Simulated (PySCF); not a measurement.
A structure optimised at B3LYP-D3(BJ)/def2-TZVP, used in a PySCF frequency run:

```
C
H 1 1.0862
H 1 1.0862 2 111.43
H 1 1.0909 2 110.06 3 122.39
Se 1 1.9536 2 109.92 4 115.50
Cl 5 2.1938 1 97.42 2 61.50
```

Q: Write its SMILES, formula and point group.

A: C[Se]Cl, CH₃ClSe, Cs

Q: What are its rotational constants (standard atomic weights)?

A: 10.527, 3.6053, 2.7327 GHz
